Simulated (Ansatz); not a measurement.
A nudged elastic band was laid between two geometries of BCl2H + H3P (8 atoms, charge 0, multiplicity 1).

All numbers below come from RKS B3LYP-D4/6-31G* in Ansatz 0.2.0.

| Quantity | Value |
| --- | --- |
| movable images | 7 |
| climbing image | yes |
| spring | 5.0 eV/Å² |
| optimiser | quadratic models (default) |
| start path | through a guess of the saddle point |
| force threshold | 0.5 eV/Å |
| iteration limit | 60 |
| end points | relaxed |

First end point:

```xyz
8
Properties=species:S:1:pos:R:3
B -0.010 0.514 -0.120
H 0.037 0.823 1.023
Cl 1.477 0.304 -1.019
Cl -1.566 0.296 -0.891
P 0.141 -3.084 1.180
H -0.471 -2.780 -0.069
H 1.437 -2.696 0.736
H -0.147 -1.801 1.733
```

Last end point:

```xyz
8
Properties=species:S:1:pos:R:3
B 0.091 -0.825 -0.580
H -0.041 0.896 2.494
Cl 1.506 0.216 -0.715
Cl -1.454 -0.250 -1.200
P 0.182 -2.463 0.408
H -0.635 -3.260 -0.433
H 1.436 -2.925 -0.066
H -0.189 0.188 2.663
```

Task: Which bonds break or form, and what moves?

Result: Bonds broken: B1–H2, P5–H8. Bonds formed: B1–P5, H2–H8. BCl2H + H3P becomes BCl2H2P + H2.

Task: What energy profile does the band end with?

Result: The forces met the threshold. The highest image is number 4 of 0 to 8, 1.69 eV above the first end and 1.59 eV above the last; the last end lies 0.11 eV above the first. The threshold of 0.5 eV/Å is loose, so the images may lie well off the minimum-energy path. The order of the stationary point at the top wasn't checked. The orbitals stay closed-shell, which can raise the energy where a bond breaks towards radicals; this wasn't checked here.

```csv
image,path coordinate (Å),energy (eV),B1–H2 (Å),P5–H8 (Å),B1–P5 (Å)
0,0.00,0.00,1.18,1.43,3.83
1,0.54,0.02,1.19,1.42,3.59
2,1.09,0.17,1.18,1.43,3.18
3,1.64,0.79,1.19,1.52,2.63
4,2.19,1.69,1.29,1.81,2.20
5,2.84,0.95,1.85,2.26,1.97
6,3.50,0.31,2.47,2.65,1.93
7,4.16,0.13,2.99,3.10,1.92
8,4.81,0.11,3.53,3.50,1.91
```

Task: What is the geometry of the highest image?

Result: 
```xyz
8
Properties=species:S:1:pos:R:3
B 0.039 -0.348 0.154
H -0.038 0.351 1.234
Cl 1.585 0.122 -0.649
Cl -1.555 -0.083 -0.680
P 0.085 -2.408 0.931
H -0.596 -2.789 -0.250
H 1.392 -2.595 0.420
H -0.014 -0.671 1.412
```

Run time: 2.8 min on 2 threads of Arm Neoverse V2, with other jobs on the host, peak memory 0.17 GiB.
